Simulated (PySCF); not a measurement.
First-order multiplets

Cartesian coordinates in Å; atom numbers follow the order of the lines, from 1:
```xyz
17

C     3.457    0.275    0.292
C     2.349   -0.483    0.286
C     0.999    0.039    0.337
C    -0.106   -0.737    0.332
C    -1.484   -0.264    0.382
C    -2.495   -1.154    0.371
C    -1.739    1.214    0.445
H     4.454   -0.168    0.252
H     3.397    1.367    0.337
H     2.448   -1.574    0.240
H     0.898    1.129    0.382
H     0.024   -1.825    0.286
H    -2.302   -2.230    0.325
H    -3.539   -0.834    0.408
H    -1.272    1.658    1.339
H    -1.309    1.728   -0.430
H    -2.814    1.432    0.477
```

Level of theory: σ from GIAO-CAM-B3LYP/pcSseg-1, spin–spin couplings from B3LYP/pcJ-1 (without the spin–dipole term), PBE0-D3(BJ)/def2-SVP structure, in PySCF (no solvent, a single conformation, non-relativistic, equivalent nuclei averaged).

Referencing at the same level of theory: ¹³C and ¹H vs TMS.

Spectrometer: 800 MHz for ¹H. First-order analysis; couplings under 1 Hz (under 4 Hz in carbon signals) are ignored, and nearly equal couplings are merged; the smaller ones broaden or split the lines further.

Question: What pattern does C2 show in the proton-coupled ¹³C spectrum?

Answer: A doublet of doublets of doublets at δ 149.1: 159.0 Hz to H10 (1 × ¹H, 1 bond away), 9.1 Hz to H12 (1 × ¹H, 3 bonds away), 4.1 Hz to H11 (1 × ¹H, 2 bonds away). Lines in Hz from the centre (relative intensity): +86.1 (1), +82.0 (1), +77.0 (1), +72.9 (1), -72.9 (1), -77.0 (1), -82.0 (1), -86.1 (1). The outer lines are 172.2 Hz apart, the sum of the couplings kept, or 0.856 ppm at this field.

Question: What pattern does H14 show (¹H)?

Answer: A quintet of doublets at δ 5.30: 2.0 Hz to H13 and H15/H16/H17 (4 × ¹H, 2 or 4 bonds away), 1.0 Hz to H11 (1 × ¹H, 5 bonds away). Lines in Hz from the centre (relative intensity): +4.5 (1), +3.5 (1), +2.5 (4), +1.5 (4), +0.5 (6), -0.5 (6), -1.5 (4), -2.5 (4), -3.5 (1), -4.5 (1). The outer lines are 9.0 Hz apart, the sum of the couplings kept, or 0.011 ppm at this field.

Question: What pattern does H8 show (¹H)?

Answer: A doublet of quartets at δ 5.34: 11.3 Hz to H10 (1 × ¹H, 3 bonds away), 1.3 Hz to H9 and H11 and H12 (3 × ¹H, 2 or 4 or 5 bonds away). Lines in Hz from the centre (relative intensity): +7.6 (1), +6.3 (3), +5.0 (3), +3.7 (1), -3.7 (1), -5.0 (3), -6.3 (3), -7.6 (1). The outer lines are 15.2 Hz apart, the sum of the couplings kept, or 0.019 ppm at this field.

Question: What pattern does H11 show (¹H)?

Answer: A doublet of doublets of quartets at δ 6.13: 16.6 Hz to H12 (1 × ¹H, 3 bonds away), 11.8 Hz to H10 (1 × ¹H, 3 bonds away), 1.1 Hz to H8 and H9 and H14 (3 × ¹H, 4 or 5 bonds away). Lines in Hz from the centre (relative intensity): +15.8 (1), +14.8 (3), +13.7 (3), +12.6 (1), +4.0 (1), +3.0 (3), +1.9 (3), +0.8 (1), -0.8 (1), -1.9 (3), -3.0 (3), -4.0 (1), -12.6 (1), -13.7 (3), -14.8 (3), -15.8 (1). The outer lines are 31.7 Hz apart, the sum of the couplings kept, or 0.040 ppm at this field.

Unscaled 3J(H,H) at this level run about 10 % above measured values.
